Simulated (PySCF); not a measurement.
Si(OH)(NH2)3 (H7N3OSi), SMILES N[Si](N)(N)O.

Geometry: B3LYP-D3(BJ)/def2-SVP. One conformer was computed; it need not be the lowest.

These are SMD-M06-2X/def2-SVP run with PySCF values and carry that method's errors.

Solvation free energies are E(SMD) − E(gas) at the gas-phase geometry, for 1 M in both phases. In vacuum the dipole moment is 1.60 D.

```tsv
solvent	ΔG(solv) (kcal/mol)	its non-electrostatic (CDS) part	dipole (D)
water	-8.4	4.7	2.04
acetone	-7.7	1.7	1.85
cyclohexanone	-6.5	2.4	1.84
```
